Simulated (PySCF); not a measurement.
17O chemical shifts

Theory: GFN2-xTB geometry, shielding tensors at PBE0/pcSseg-1 (GIAO), in PySCF (no solvent model, one computed conformer, no relativistic terms, equivalent nuclei averaged).

Shieldings were converted by a linear fit to measured shifts: 17O: δ = 266.70 − 0.911σ (rms 10.7 ppm, 155 shifts, 12.2 ppm with the 3 outliers that the fit left out vs liquid water, solution or neat liquid). Occasional misses reach two or three times the rms, and more in compound classes unlike the fitted ones.

Problem. Give the 17O shifts of `C=Cc1cccc(F)c1O[SiH3]`, `COC[Si@@H](Cl)[C@H](C)OC`, `CCOc1ccccc1C`, `FC1=C[C@@H]2O[C@H]1C=C2OC(F)(F)F`.

Solution. 
```tsv
compound	environment	δ (ppm)
C=Cc1cccc(F)c1O[SiH3]	oxygen bonded to C, Si	30.1
[CH3:1][O:2][CH2:3][Si@@H:4]([Cl:5])[C@H:6]([CH3:7])[O:8][CH3:9]	O8: ether oxygen	-18.6
[CH3:1][O:2][CH2:3][Si@@H:4]([Cl:5])[C@H:6]([CH3:7])[O:8][CH3:9]	O2: ether oxygen	-41.4
CCOc1ccccc1C	ether oxygen	80.0
[F:1][C:2]1=[CH:3][C@@H:4]2[O:5][C@H:6]1[CH:7]=[C:8]2[O:9][C:10]([F:11])([F:12])[F:13]	O5: ether oxygen	163.7
[F:1][C:2]1=[CH:3][C@@H:4]2[O:5][C@H:6]1[CH:7]=[C:8]2[O:9][C:10]([F:11])([F:12])[F:13]	O9: ether oxygen	117.7
```

Problem. Order these by 17O shift, lowest first.
A. CCOC1=C[C@@H]2C=C[C@H]1C2
B. COC1=CC2(CC2)C(C)=C1
C. CC(C)O[SiH2]N(C)C

Solution. C (18.2 ppm, oxygen bonded to C, Si), B (56.7 ppm, ether oxygen), A (92.2 ppm, ether oxygen).
